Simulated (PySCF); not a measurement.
# One molecule, several mistakes: Ge2H5O2

Calculated results; nothing here was measured. They come from PySCF 2.14.0, an open-source quantum chemistry program, on an isolated molecule that a program drew, which may never have been made. The molecule is Ge2H5O2 (charge 0, doublet), drawn as the SMILES string `[OH][GeH2][O][GeH2]`.

Each row is a Hartree-Fock (HF) and frozen-core CCSD(T) single point in the cc-pVDZ basis, meant for a local HF minimum. Run 1 is clean. Each other run has one planted mistake out of seven kinds, and not every kind appears here: one electron removed, one electron added, multiplicity raised by two, geometry at a saddle point, minimal basis STO-3G, one bond length entered in bohr, all coordinates scaled. The reference is restricted for singlets and unrestricted otherwise, and also for a bond in bohr. Adding or removing an electron swaps singlet and doublet. Electrons count all cores. HOMO and LUMO are orbital energies over both spins, the gradient is its largest component, and the lowest frequency (negative if imaginary) is given only where the gradient is small. Bond lengths are over the 8 bonds as drawn. T1 is the CCSD diagnostic: over 0.02 (restricted) or 0.045 (unrestricted) a single reference is doubtful. Germanium has the cc-pVDZ-PP basis, with a core potential (ECP10MDF) in place of its 10 inner electrons, and its 3s, 3p and 3d shells are frozen in CCSD(T).

Geometry of the clean run:
```xyz
9
Ge2H5O2, angstrom
O    -1.0618    2.0467    0.8479
Ge   -1.9823    0.6938    0.1651
O    -1.1414    0.0892   -1.2597
Ge    0.5219   -0.4054   -1.6470
H    -1.0321    2.8267    0.3126
H    -3.3544    1.1544   -0.3113
H    -2.0004   -0.3577    1.2635
H     1.1320   -1.1154   -0.4212
H     0.4164   -1.3529   -2.8528
```

| run | electrons | basis functions | <S^2> | HOMO (eV) | LUMO (eV) | gradient (hartree/bohr) | lowest frequency (cm^-1) | mean bond (Å) | longest bond (Å) | T1 | HF (hartree) | CCSD(T) (hartree) | mistake |
|---|---|---|---|---|---|---|---|---|---|---|---|---|---|
| 1 | 85 | 99 | 0.754 | -8.93 | 1.17 | 9.2e-06 | 34 | 1.5479 | 1.778 | 0.0161 | -739.41843 | -740.02068 | no fault |
| 2 | 85 | 99 | 0.757 | -9.22 | 0.72 | 5.3e-02 | - | 1.6578 | 1.904 | 0.0196 | -739.37804 | -739.99931 | all coordinates scaled |
| 3 | 84 | 99 | 0.000 | -16.43 | -7.19 | 7.9e-02 | - | 1.5479 | 1.778 | 0.0256 | -739.12179 | -739.73052 | ? |
| 4 | 86 | 99 | 0.000 | -0.54 | 8.08 | 7.3e-02 | - | 1.5479 | 1.778 | 0.0157 | -739.40480 | -740.03346 | ? |

**Which mistake was planted in run 3, and what did it cost?**

It counts 84 electrons, one fewer than the clean run, at the same geometry and basis. So the mistake is: one electron removed. Subtracting run 1 and multiplying by 627.51 kcal/mol a hartree, the energy moved by 186.1 kcal/mol in HF and 182.1 kcal/mol in CCSD(T).

**Which mistake was planted in run 4, and what did it cost?**

It counts 86 electrons, one more than the clean run, at the same geometry and basis. So the mistake is: one electron added. Subtracting run 1 and multiplying by 627.51 kcal/mol a hartree, the energy moved by 8.6 kcal/mol in HF and -8.0 kcal/mol in CCSD(T).

Cautions from the logs. Run 3: T1 is over the limit, so its CCSD(T) energy is less reliable.
